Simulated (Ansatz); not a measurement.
Geometry optimisation, Ansatz 0.2.0, RKS PBE-D4/def2-SVP.

Input:

```yaml
crystal:
  periodic: [false, false, false]
  atoms:
    - { symbol: B, position_ang: [0.0, 0.0, 0.0] }
    - { symbol: F, position_ang: [0.0, 0.0, 1.32] }
    - { symbol: O, position_ang: [1.2211, 0.0, -0.705] }
    - { symbol: H, position_ang: [1.5209, -0.9519, -0.8599] }
    - { symbol: F, position_ang: [-1.1431, 0.0, -0.66] }
basis:
  gaussian: { orbitals: def2-SVP }
hamiltonian:
  xc: pbe
  dispersion: d4
relax:
  f_tol: 0.02
  max_steps: 40
output:
  orbitals: {}
```

Launched with:

```bash
$ ansatz run input.yaml --threads 1 --pin off --max-ram 2048MiB --backend cpu --events-out ev --progress --plain --runs-dir out
```

Where does it end, and by what steps?

The forces met the threshold. After 12 steps the energy has fallen by 0.480 eV; H4 moved furthest, 0.54 Å.

```csv
step,energy less start (eV),largest force component (eV/Å),accepted
0,0.0000,1.887,yes
1,-0.0063,1.506,yes
2,-0.0668,0.798,yes
3,-0.1021,0.388,yes
4,-0.1254,0.285,yes
5,-0.2969,0.552,yes
6,-0.2504,2.684,no
7,-0.3647,0.515,yes
8,-0.4476,0.304,yes
9,-0.4588,0.310,yes
10,-0.4644,0.919,yes
11,-0.4796,0.031,yes
12,-0.4796,0.007,yes
```

```xyz
5
Properties=species:S:1:pos:R:3
B -0.039 -0.081 -0.097
F 0.126 -0.142 1.231
O 0.959 -0.381 -0.964
H 1.778 -0.636 -0.504
F -1.226 0.287 -0.570
```

Run time: 16 s on 1 thread of Arm Neoverse V2 (shared host), peak memory 0.1 GiB.
